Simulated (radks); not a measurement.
Results of a calculation; reference values are marked as such.
Problem. B I, configuration [He] 2s2 2p1. Level of theory: scalar-relativistic Kohn-Sham, RPBE, spin-polarised, spherical densities, finite nucleus; open shells are filled with parallel spins first; Fermi nuclear charge, rms radius 2.406 fm (a radial shooting solver on a logarithmic mesh with Libxc functionals). Some entries of the table are withheld. Estimate them.

| orbital | occ. | eigenvalue (Ry) | <1/r> (bohr^-1) | r(max) (bohr) |
|---|---|---|---|---|
| 1s up | 1 | -13.29074 | 4.662 | (1) |
| 1s down | 1 | -13.27267 | 4.665 | (2) |
| 2s up | 1 | -0.73127 | 0.7384 | 1.517 |
| 2s down | 1 | -0.64255 | 0.7282 | 1.523 |
| 2p up | 1 | -0.29332 | 0.5999 | 1.583 |
| 2p down | 0 | -0.21568 | 0.5774 | 1.604 |

Solution. 
(1) 1s up r(max) (bohr): 0.2102
(2) 1s down r(max) (bohr): 0.2101
